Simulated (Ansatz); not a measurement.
`[OH][Ga]([OH])[Br]` and `[OH][Al]([OH])[Br]` differ in one element.

Ansatz, PBE0-D4/def2-TZVP geometries, multiplicity 1. Each molecule was computed in one conformer, which needn't be the lowest.

Scalar relativity is left out up to krypton.

| property | `[OH][Ga]([OH])[Br]` |
| --- | --- |
| HOMO–LUMO gap (B3LYP/def2-TZVPP) / eV | 6.79 |
| LUMO energy (PBE/def2-TZVPP) / eV | -2.23 |
| zero-point energy (PBE0-D4/def2-TZVP) / kJ/mol | 74.3 |
| HOMO–LUMO gap (PBE/def2-TZVPP) / eV | 5.14 |
| HOMO energy (ωB97M-V/def2-TZVPP) / eV | -10.97 |
| HOMO–LUMO gap (PBE0/def2-TZVPP) / eV | 7.43 |

Problem. What does the change do to each property? (An estimate is asked.)

Solution. Computed: 
| property | `[OH][Al]([OH])[Br]` | shift |
| --- | --- | --- |
| HOMO–LUMO gap (B3LYP/def2-TZVPP) / eV | 7.27 | 0.48 |
| LUMO energy (PBE/def2-TZVPP) / eV | -1.66 | 0.57 |
| zero-point energy (PBE0-D4/def2-TZVP) / kJ/mol | 75.7 | 1.4 |
| HOMO–LUMO gap (PBE/def2-TZVPP) / eV | 5.65 | 0.51 |
| HOMO energy (ωB97M-V/def2-TZVPP) / eV | -10.91 | 0.06 |
| HOMO–LUMO gap (PBE0/def2-TZVPP) / eV | 7.87 | 0.44 |

With PBE0 the HOMO rises by 0.05 eV and the LUMO rises by 0.49 eV, so the gap widens by about 0.44 eV. PBE moves the HOMO by 0.06 eV and ωB97M-V by 0.06 eV.

B3LYP here is the variant with VWN-RPA as its local correlation; programs differ in this.

Spin–orbit coupling is left out; it splits and shifts lone-pair levels of the heavy atoms by tenths of an eV.
